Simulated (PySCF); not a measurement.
Two-component Hartree-Fock for Nb³¹⁺ (niobium, charge +31)

Start: [Ne]. Calculated with PySCF 2.14 in an uncontracted even-tempered set (18 s from 2.8 bohr⁻², ratio 2.6; 13 p from 3.6 bohr⁻², ratio 2.6; 6 d from 3.7 bohr⁻², ratio 2.8; 3 f from 92 bohr⁻², ratio 2.8): generalised Hartree-Fock with the X2C-1e Hamiltonian and a Gaussian nucleus; spin-orbit coupling (SO) screened by Boettger's factors.

```csv
spinor shell,electrons,"ε, screened SO (eV)",weight of nominal j (screened SO),"rms radius, screened SO (bohr)"
1s1/2,2,-20789.8,1.000,0.0414
2s1/2,2,-4334.1,1.000,0.167
2p1/2,2,-4121.1,1.000,0.145
2p3/2,4,-4020.1,1.000,0.149
```

| quantity | screened SO |
| --- | --- |
| E (hartree) | -3077.13853 |
| M_J | 0 |
| ⟨J²⟩ | 0.000 |
| ⟨L²⟩ | 0.003 |
| ⟨S²⟩ | 0.003 |

Breit and QED terms are absent; they matter most for the inner s and p1/2 levels.

Densities and radii are taken from the X2C orbitals without a picture-change correction, which distorts them close to the nucleus.
